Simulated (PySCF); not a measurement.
**Polarisability and C₆ of Te (tellurium, neutral)**

[Kr] 4d10 5s2 5p4, high-spin 3P determinant. Calculation: PySCF 2.14, in aug-cc-pVQZ-PP with one added diffuse shell each of s, p, d, f, g type with ECP28MDF (8s8p6d4f3g, 117 functions); scalar relativity through the core potential. Coupled (time-dependent) response in atomic units; α is the mean over directions.

```json
{"method": "UHF", "mean α (bohr³)": "38.19", "α xx, yy, zz": "36.01, 42.56, 36.01", "C₆ (like pair)": "415.3", "S(−4)": "339.6"}
{"method": "PBE", "mean α (bohr³)": "41.56", "α xx, yy, zz": "38.68, 47.32, 38.68", "C₆ (like pair)": "455.3", "S(−4)": "457.6"}
{"method": "PBE0", "mean α (bohr³)": "39.67", "α xx, yy, zz": "37.13, 44.76, 37.13", "C₆ (like pair)": "432.1", "S(−4)": "391.0"}
```

S(−4) is the Cauchy moment in α(ω) = α(0) + S(−4) ω² + …

Reference α: 38 ± 4 bohr³ (recommended; Schwerdtfeger and Nagle, table of static dipole polarizabilities (2023 update)). Published C₆: 445.0 (Chu and Dalgarno (2004); Tang, Norbeck and Certain (1976)).

Spin-orbit coupling is absent.

α(iu) at PBE0:

```csv
u (hartree),α(iu) (bohr³)
0,39.67
0.0500,38.73
0.100,36.24
0.200,29.36
0.300,22.91
0.500,14.18
0.750,8.609
1.00,5.792
1.50,3.226
2.00,2.115
3.00,1.152
5.00,0.5074
```

A single London oscillator, α(iu) = α/(1 + u²/ω²), gives C₆ = (3/4) ω α². Matching the computed C₆ needs ω = 4 × 432.1 / (3 × 39.67²) = 0.366 hartree.

The components differ because the open shell of this determinant is not spherical; for a pure term their mean is the scalar polarisability.

Energies and moments cover only the electrons outside the core potential.
